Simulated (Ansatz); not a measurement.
A search over several starts for the lowest SCF solution of PdCl2 at the given spin, in a small basis.

```yaml
crystal:
  periodic: [false, false, false]
  atoms:
    - {symbol: Pd, position_ang: [-0.877127, 0.010274, 0.289049]}
    - {symbol: Cl, position_ang: [0.905791, 0.785971, 1.245164]}
    - {symbol: Cl, position_ang: [-0.028664, -0.796245, -1.534213]}
basis:
  gaussian: {orbitals: def2-SVP}
magnetization: {spin_polarized: true, initial_magnetization: 0}
hamiltonian: {xc: pbe0, dispersion: d4}
output: {orbitals: {seedname: orbitals}}
```

```sh
$ ansatz run in.yaml --threads 4 --pin off --events-out ev --progress --plain --max-ram 3916MiB
```

Shortened log:

```
Functional definition: PBE0
650 factors; integrals over basis functions are off by at most 2.1e-4 eV
mean field evaluation 1: about -28506.8744 eV, gradient 2.1e1 eV
mean field evaluation 2: about -28497.8677 eV, gradient 5.1e1 eV
mean field evaluation 4: about -28508.9005 eV, gradient 2.4e0 eV
mean field evaluation 8: about -28509.0520 eV, gradient 1.8e-1 eV
mean field evaluation 16: about -28509.0521 eV, gradient 1.2e-4 eV
mean field evaluation 32: about -28509.0524 eV, gradient 3.9e-5 eV
mean field evaluation 64: about -28509.0281 eV, gradient 4.6e-1 eV
mean field -28509.05241223 eV, -1047.6883520198 hartree, gradient 9.7e-6 eV, S^2 0.038248; 6 other end points of the search recorded, 0 dependent functions left out
reference -28509.05244979 eV, -1047.6883534000 hartree; 26, 26 occupied and 41, 41 virtual orbitals, 650 factors
Total energy: -28509.13181507 eV, -1047.6912700203 hartree
```

Run time 5.5 s (4 threads of Arm Neoverse V1 on a shared host).

In the def2 sets Pd takes a core potential; there is no spin–orbit coupling. At PBE0-D4/def2-TZVP a triplet of charge 0 lies 0.15 eV below the unrestricted singlet, which stands at the restricted singlet's geometry. The structure comes from a short search, and lower isomers may exist.
